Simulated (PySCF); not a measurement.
C3H4ClNSi, SMILES C1[Si@H](C=NC=1)Cl. Geometry optimised at PBE-D3(BJ)/def2-SVP. The structure was generated by enumeration; whether it is a known compound was not checked.

Computed with PBE-D3(BJ)/def2-SVP (PySCF).

Harmonic wavenumbers (cm⁻¹): 94, 135, 340, 394, 472, 564, 608, 644, 704, 755, 774, 826, 849, 919, 961, 1097, 1238, 1279, 1517, 1580, 2172, 3068, 3104, 3169. Rotational constants (GHz): 5.311, 1.568, 1.381; symmetry number 1.

Question: Work out the zero-point energy and the ideal-gas rigid-rotor harmonic-oscillator thermochemistry at 298.15 K and 1 atm.

Answer: ZPE = ½ Σ hcν = ½ × 27263 cm⁻¹ = 38.97 kcal/mol. H − E(el) = 43.48 kcal/mol. Entropy in cal/(mol K): translation 40.20, rotation 27.73, vibration 12.24, total 80.17. G − E(el) = 19.58 kcal/mol. Cp = 24.35 cal/(mol K). Modes under 150 cm⁻¹ make the vibrational entropy uncertain.
